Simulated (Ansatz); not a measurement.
Calculated with Ansatz (gas phase, PBE0-D4/def2-TZVP geometries, no zero-point term in ΔE). CBS: MP2 limit from def2 TZ/QZ plus the TZ coupled-cluster correction, frozen cores. This one scheme is used for every species. Functionals use def2-TZVPP. Open shells (•) are unrestricted, without spin–orbit coupling. def2 core potentials past Kr. For Br, Sn outer-core shells are correlated without core-valence functions, which leaves a few kJ/mol of doubt a bond. Scalar relativity is left out up to krypton.

Consider the hydrogen abstraction from the Sn–H bond: `[F][SnH]([Cl])[Br]` + `[SiH3]`• → `[F][Sn]([Cl])[Br]`• + SiH₄.

```csv
species,B2PLYP energy (Eh)
`[F][SnH]([Cl])[Br]`,-3348.50762
`[SiH3]`•,-291.10960
`[F][Sn]([Cl])[Br]`•,-3347.89676
SiH₄,-291.75980
```

Problem. Work out ΔE.

Solution. ΔE = (-3347.89676) + (-291.75980) − (-3348.50762) − (-291.10960) = -0.03934 Eh = -24.7 kcal/mol. CCSD(T)/CBS gives -21.2 kcal/mol.

Largest T1 diagnostic among the species: 0.015.

In def2-TZVPP, CCSD(T) changes the Hartree–Fock value by −2.0 kcal/mol (the triples alone add −0.3 kcal/mol) and MP2 by −1.7 kcal/mol. From PBE to PBE0 (25 % exact exchange), in def2-TZVPP and without D4, ΔE moves by +2.9 kcal/mol.
